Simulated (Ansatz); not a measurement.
Complex (SMILES): C#N (CH-N) with [H][H] (H2), atoms 1 to 3 the first; geometry from B3LYP-D3(BJ)/def2-TZVP, monomers rigid:
```xyz
5

C      0.0824     0.0127    -0.2975
N     -0.1799    -0.1015     0.8121
H      0.3266     0.1188    -1.3306
H     -0.9999    -0.4792     4.2527
H     -0.8279    -0.3991     3.5322
```

Interaction energy at HF with Ansatz (a program for electronic structure), kcal/mol, without and with the counterpoise correction (monomers among the partner's ghost functions). Cartesian d functions, on some or all atoms, in 6-31+G*; all else is spherical. No added dispersion term, no relativity. Reference, counterpoise-corrected: the value in aug-pcseg-3, -0.11.

```
basis            functions  uncorrected  counterpoise  counterpoise correction  mean of both
---------------  ---------  -----------  ------------  -----------------------  ------------
6-31G                   24        -0.35         -0.08                     0.28         -0.21
pcseg-0                 24        -0.53         -0.11                     0.42         -0.32
def2-SVP                43        -0.42         -0.12                     0.30         -0.27
6-31+G*                 44        -0.01          0.04                     0.05          0.02
6-311+G**               62        -0.20         -0.12                     0.08         -0.16
aug-pcseg-1             73        -0.23         -0.07                     0.16         -0.15
def2-TZVP               80        -0.16         -0.10                     0.06         -0.13
jun-cc-pV(T+d)Z        120        -0.17         -0.10                     0.07         -0.14
aug-cc-pVTZ            161        -0.18         -0.11                     0.07         -0.14
aug-pcseg-3            317        -0.13         -0.11                     0.03         -0.12
cc-pV5Z                347        -0.11         -0.11                     0.00         -0.11
pcseg-4                385        -0.11         -0.11                     0.00         -0.11
```

The corrected value lies nearer the reference in 11 of 12 rows.
